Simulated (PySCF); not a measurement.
Assignment exercise: C$_{8}$H$_{14}$O$_{2}$

Mapped SMILES: `[CH3:1][CH2:2]/[C:3]([CH3:4])=[C:5](/[CH3:6])[O:7][C:8]([CH3:9])=[O:10]`; H(Xn) means a hydrogen on atom n.

[PySCF 2.14: geometry from PBE0-D3(BJ)/def2-SVP; NMR shieldings at PBE/pcSseg-1/GIAO; in vacuum; non-relativistic; averaged over atoms made equivalent by symmetry, fast rotation or ring inversion; single conformer]

References, each an isolated molecule treated in the same way: TMS for 13C (σ = 180.03 ppm), 1H (σ = 31.20 ppm).

Q: Assign these signals to the numbered atoms. 13C{1H} NMR (computed): δ 170.7, 148.2, 129.6, 31.4, 21.2, 18.4, 16.9, 14.6.

A: 
```tsv
δ (ppm)	atoms	environment	reason
170.7	C8	ester carbonyl carbon	lone-pair donation from the attached heteroatom keeps it upfield of a ketone carbonyl
148.2	C5	alkene carbon bearing oxygen	an sp2 carbon further deshielded by the attached heteroatom
129.6	C3	β carbon of an enol-ether or enamine type C=C	–
31.4	C2	allylic sp3 CH2	aliphatic region, no heteroatom directly attached
21.2	C9	methyl carbon α to a carbonyl	α to the electron-withdrawing carbonyl group
18.4	C4	allylic methyl carbon	a saturated carbon with 1 carbon neighbour and no heteroatom attached
16.9	C6	allylic methyl carbon	–
14.6	C1	methyl carbon	a saturated carbon with 1 carbon neighbour and no heteroatom attached
```

C4 and C6 lie closer than the usual error of such a calculation, so a measured spectrum could show them in the other order.

Q: Assign these signals to the numbered atoms. 1H NMR (600 MHz, computed): δ 2.03 (s, 3H), 2.03 (q, 2H), 1.85 (s, 3H), 1.78 (s, 3H), 0.90 (t, 3H).

A: 
```tsv
δ (ppm)	atoms	environment	reason
2.03	H(C9)	hydrogen on a methyl carbon α to a carbonyl	α to C=O
2.03	H(C2)	hydrogen on an allylic sp3 CH2	allylic position
1.85	H(C6)	hydrogen on an allylic methyl carbon	allylic position
1.78	H(C4)	hydrogen on an allylic methyl carbon	–
0.90	H(C1)	hydrogen on a methyl carbon	–
```

H(C9) and H(C2); H(C6) and H(C4) lie closer than the usual error of such a calculation, so a measured spectrum could show them in the other order.

Shifts are as computed. Against solution values, carbons near 30 ppm lie about +2 ppm off and those near 130 ppm about +2 ppm. Of 1211 compounds with measured shifts, 218 miss one by over three times the rms of a fit or turn the order of signals round; such compounds aren't used in these exercises. No couplings were computed; multiplicities are counted from neighbouring protons, with m where these are inequivalent, close in shift, in a saturated or five-membered ring or joined by F or P, and br s for small geminal =CH2 splittings.
